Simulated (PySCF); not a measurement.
6,8-dibromoimidazo[1,2-a]pyrazine, C6H3Br2N3.
InChI=1S/C6H3Br2N3/c7-4-3-11-2-1-9-6(11)5(8)10-4/h1-3H

Theory: PySCF 2.14.0, PBE0-D3(BJ)/def2-SVP geometry optimisation, gas phase.

Masses are those of the commonest isotopes; rigid-rotor values at the optimised geometry. 

**Question.** Give the principal moments of inertia and the rotational constants in GHz.

**Answer.** Ia = 625.25, Ib = 1386.56, Ic = 2011.82 u·Å²; 505379 MHz·u·Å²/I gives 808.3, 364.5 and 251.2 MHz, that is A = 0.8083, B = 0.3645, C = 0.2512 GHz.

**Question.** What kind of rotor is it?

**Answer.** An asymmetric top; Ray's κ = -0.593.

**Question.** What does the inertial defect say?

**Answer.** Planar: Δ = Ic − Ia − Ib = 0.00 u·Å². For a rigid frame Δ = −2 Σ m c², so it vanishes when all atoms lie in the ab plane; here none is more than 0.01 Å from it.

**Question.** List the rotational levels J(Ka,Kc) to J = 2 (MHz).

**Answer.** Above 0(0,0):
J = 1: 1(0,1) 616, 1(1,1) 1059, 1(1,0) 1173
J = 2: 2(0,2) 1828, 2(1,2) 2178, 2(1,1) 2517, 2(2,1) 3849, 2(2,0) 3868

**Question.** Which lines would a microwave search look for?

**Answer.** The dipole components are |μa| = 1.63 D, |μb| = 3.92 D, |μc| = 0.00 D; the mirror of this Cs structure is the ab plane, so μc vanishes by symmetry and there are no c-type lines. Intensities carry the squares of the components, which stand as 0.17 : 1.00 (a : b). Some lines, for components of 0.1 D or more:

| type | branch | J(Ka,Kc) | MHz | lower level (cm⁻¹) |
| --- | --- | --- | --- | --- |
| a | Q | 2(1,1) ← 2(1,2) | 340 | 0.073 |
| b | Q | 1(1,0) ← 1(0,1) | 557 | 0.021 |
| b | Q | 2(1,1) ← 2(0,2) | 689 | 0.061 |
| b | Q | 3(1,2) ← 3(0,3) | 919 | 0.120 |
| b | R | 1(1,1) ← 0(0,0) | 1059 | 0.000 |
| a | R | 2(0,2) ← 1(0,1) | 1212 | 0.021 |
| a | R | 2(1,1) ← 1(1,0) | 1345 | 0.039 |
| a | R | 3(1,3) ← 2(1,2) | 1666 | 0.073 |
| b | Q | 2(2,1) ← 2(1,2) | 1671 | 0.073 |
| a | R | 3(0,3) ← 2(0,2) | 1774 | 0.061 |
| a | R | 3(2,2) ← 2(2,1) | 1847 | 0.128 |
| b | Q | 3(2,2) ← 3(1,3) | 1852 | 0.128 |
| a | R | 3(1,2) ← 2(1,1) | 2004 | 0.084 |
| b | R | 3(1,3) ← 2(0,2) | 2016 | 0.061 |
| b | Q | 3(3,0) ← 3(2,1) | 2423 | 0.193 |
| b | Q | 3(3,1) ← 3(2,2) | 2513 | 0.190 |
| b | R | 2(2,0) ← 1(1,1) | 2808 | 0.035 |
| b | R | 3(2,2) ← 2(1,1) | 3178 | 0.084 |
| b | R | 3(2,1) ← 2(1,2) | 3610 | 0.073 |

**Question.** Estimate the classical rotational partition function at 10 K, 100 K and 200 K.

**Answer.** Point group Cs, symmetry number σ = 1; q = (√π/σ)·√((kT/h)³/(ABC)), k/h = 20836.6 MHz/K: 19600 at 10 K, 620000 at 100 K, 1750000 at 200 K.

Stationary, but not proved a minimum. No vibrational averaging or centrifugal distortion is included, and the geometry carries the error of its method. Quadrupole hyperfine structure (14N, 79Br) is left out.
